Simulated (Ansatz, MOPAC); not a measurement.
System: NaO, charge 0, multiplicity 2. SMILES: [O][Na]

Atoms: Na1, O2. Bonds: Na1-O2.

Bond lengths (Å) and angles (degrees) optimised at MNDO with MOPAC; HF/STO-3G with Ansatz (an electronic-structure program); HF/6-31G* with Ansatz; B3LYP/LANL2DZ with Ansatz; B3LYP/6-31G* with Ansatz; MP2/6-31G* with Ansatz, each started from the B3LYP-D3(BJ)/def2-TZVP structure (Ansatz) of the last column. A row stands for all coordinates that are equal there. 6-31G* holds six Cartesian d functions.

```csv
coordinate,MNDO,HF/STO-3G,HF/6-31G*,B3LYP/LANL2DZ,B3LYP/6-31G*,MP2/6-31G*,B3LYP-D3(BJ)/def2-TZVP
Na1-O2,2.083,1.868,2.035,2.098,2.042,2.062,2.052
```

Mean signed difference of all 1 bond lengths from B3LYP-D3(BJ)/def2-TZVP: MNDO 0.031 Å, HF/STO-3G -0.184 Å, HF/6-31G* -0.017 Å, B3LYP/LANL2DZ 0.046 Å, B3LYP/6-31G* -0.009 Å, MP2/6-31G* 0.010 Å.
